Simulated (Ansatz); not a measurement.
Consider the ligand exchange at the Al–C bond: `[F][AlH][CH](F)[SiH3]` + H₂S → `[F][AlH][SH]` + `FC[SiH3]`.

Calculated with Ansatz (gas phase, PBE0-D4/def2-TZVP geometries, no zero-point term in ΔE). CCSD(T)/CBS is the MP2 limit (def2-TZVPP, def2-QZVPP) plus CCSD(T) − MP2 in def2-TZVPP, frozen cores. This one scheme is used for every species. Functionals use def2-TZVPP. B3LYP here is the variant with VWN-RPA as its local correlation; programs differ in this. One conformer a species, not always the lowest.

```
             level  ΔE (kJ/mol)  difference from CCSD(T)/CBS
            PBE-D4       -119.4                          6.1
         r2SCAN-D4       -126.4                         -0.9
           PBE0-D4       -124.9                          0.6
          B3LYP-D4       -121.1                          4.4
           ωB97X-V       -123.0                          2.5
           ωB97M-V       -121.5                          4.0
            B2PLYP       -126.6                         -1.1
               PBE       -121.9                          3.6
            r2SCAN       -127.2                         -1.7
              PBE0       -127.2                         -1.7
             B3LYP       -125.0                          0.5
     HF/def2-TZVPP       -138.1                        -12.6
    MP2/def2-TZVPP       -129.1                         -3.6
SCS-MP2/def2-TZVPP       -128.0                         -2.5
   CCSD/def2-TZVPP       -126.2                         -0.7
CCSD(T)/def2-TZVPP       -125.0                          0.5
     HF/def2-QZVPP       -137.7                        -12.2
    MP2/def2-QZVPP       -129.3                         -3.8
SCS-MP2/def2-QZVPP       -128.5                         -3.0
      HF/CBS(def2)       -137.6                        -12.1
     MP2/CBS(def2)       -129.7                         -4.2
    CCSD/CBS(def2)       -126.8                         -1.3
       CCSD(T)/CBS       -125.5                            0
```

Largest T1 diagnostic among the species: 0.013.

From PBE to PBE0 (25 % exact exchange), in def2-TZVPP and without D4, ΔE moves by −5.3 kJ/mol. In def2-TZVPP, CCSD(T) changes the Hartree–Fock value by +13.1 kJ/mol (the triples alone add +1.2 kJ/mol) and MP2 by +9.0 kJ/mol. The D4 term adds +3.9 kJ/mol with B3LYP and +2.3 kJ/mol with PBE0; it sums over pairs of atoms, weighted by their polarisabilities, and B3LYP, whose exchange is more repulsive, gets the larger term.
